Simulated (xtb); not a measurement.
B(PH2)3 (BH6P3), SMILES PB(P)P. All values are semi-empirical tight-binding results from xtb (GFN2-xTB unless named), good for trends rather than for accurate numbers. Geometry optimised at GFN2-xTB. The values are those of a single conformer.

The point group as xtb finds it is Cs and the orbital gap is 2.94 eV. The zero-point energy comes out as 35.2 kcal/mol. The G − E(el) at 298.15 K (modified RRHO) is 15.1 kcal/mol, the static polarisability (D4 model) is 91.1 bohr³ and the solvation energy, GFN2-xTB/ALPB(water) is 0.7 kcal/mol. The solvation energy, GFN2-xTB/ALPB(hexane) is -6.6 kcal/mol.
